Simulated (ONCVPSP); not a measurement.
What one change does to a pseudopotential (F, ONCV)

- Element: fluorine
- Generator: ONCVPSP 4.0.1
- Type: optimised norm-conserving Vanderbilt (ONCV)
- Functional: PBE
- Relativity: scalar-relativistic
- Frozen core: [He]
- Valence charge: 7
- Reference configuration: 2s2 2p4 (charge +1)
- Partial waves: 2s: rc 0.65 bohr, ncon 3, nbas 6, qcut 9.6 1/bohr, 1 projector; 2p: rc 1.30 bohr, ncon 4, nbas 7, qcut 10.8 1/bohr, 2 projectors, debl 2.1 Ha; d scattering state at 0.12 Ha: rc 1.25 bohr, ncon 4, nbas 9, qcut 8.5 1/bohr, 1 projector
- Local potential: polynomial inside 0.65 bohr (lpopt 5, dvloc0 -1 Ha)
- Core correction: Teter function, fcfact 4, rcfact 1.7

Change: local potential polynomial inside 0.65 bohr (lpopt 5, dvloc0 6 Ha).

Cutoffs: the cutoffs (Ha) at which the residual kinetic energy of the hardest occupied pseudo-wave falls to 1 and 0.1 mHa per electron; they do not see the model core or the augmentation charge, which bear on the density cutoff. Errors are all-electron minus pseudo energies relative to the spin-unpolarised reference configuration.

Q: What does the change do?

A: The potential gets neither clearly harder nor softer (85 Ha and 203 Ha → 85 Ha and 203 Ha); the errors of the 4 common tests hardly move; neither file shows a bound ghost.

| quantity | base | changed |
| --- | --- | --- |
| cutoff, loose | 85 Ha | 85 Ha |
| cutoff, tight | 203 Ha | 203 Ha |
| bound ghosts | none | none |
| GHOST(+) flags under 300 eV | none | none |
| error for 2s2 2p5, meV [ΔE -19.39 eV] | +23 | +23 |
| error for 2s2 2p3, meV [ΔE 38.38 eV] | +67 | +66 |
| error for 2s2 2p2, meV [ΔE 99.02 eV] | +424 | +419 |
| error for 2s2 2p1, meV [ΔE 184.82 eV] | +1399 | +1385 |
| s: phases at 0.66 bohr within 0.05 rad from the reference energy up to (Ha; the scan ends near 5) | to the end of the scan | to the end of the scan |
| p: phases at 1.32 bohr within 0.05 rad from the reference energy up to (Ha; the scan ends near 5) | to the end of the scan | to the end of the scan |
| d: phases at 1.27 bohr within 0.05 rad from the reference energy up to (Ha; the scan ends near 5) | to the end of the scan | to the end of the scan |
| rms error of d²Exc/dni dnj with the model core, mHa | 1.78 | 1.78 |
